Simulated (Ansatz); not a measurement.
Reaction (cleavage of the Ge–Si bond): `[SiH3][GeH2][SiH2][SiH2][GeH3]` + HCl → `[SiH3][GeH2][Cl]` + `[SiH3][SiH2][GeH3]`

Isolated molecules relaxed with PBE0-D4/def2-TZVP in Ansatz; ΔE leaves out vibrations. CCSD(T)/CBS adds triple-zeta CCSD(T) − MP2 to the extrapolated MP2 energy (def2 sets, frozen cores). This one scheme is used for every species. Functionals use def2-TZVPP. For Ge outer-core shells are correlated without core-valence functions, which leaves a few kJ/mol of doubt a bond. Scalar relativity is left out up to krypton. One conformer a species, not always the lowest.

| level | ΔE (kcal/mol) |
| --- | --- |
| r2SCANh-D4 | -9.2 |
| BLYP | -13.8 |

What does CCSD(T)/CBS give? (An estimate is asked.)

The calculation gave: -8.3 kcal/mol. The listed levels differ from it by -0.9, -5.5 kcal/mol.

Largest T1 diagnostic among the species: 0.013.

From BLYP to BHLYP (50 % exact exchange), in def2-TZVPP and without D4, ΔE moves by −0.9 kcal/mol. The D4 term adds +3.9 kcal/mol with B3LYP and +2.4 kcal/mol with PBE0; it sums over pairs of atoms, weighted by their polarisabilities, and B3LYP, whose exchange is more repulsive, gets the larger term. In def2-TZVPP, CCSD(T) changes the Hartree–Fock value by +10.1 kcal/mol (the triples alone add +1.1 kcal/mol) and MP2 by +9.8 kcal/mol.

B3LYP here is the variant with VWN-RPA as its local correlation; programs differ in this.
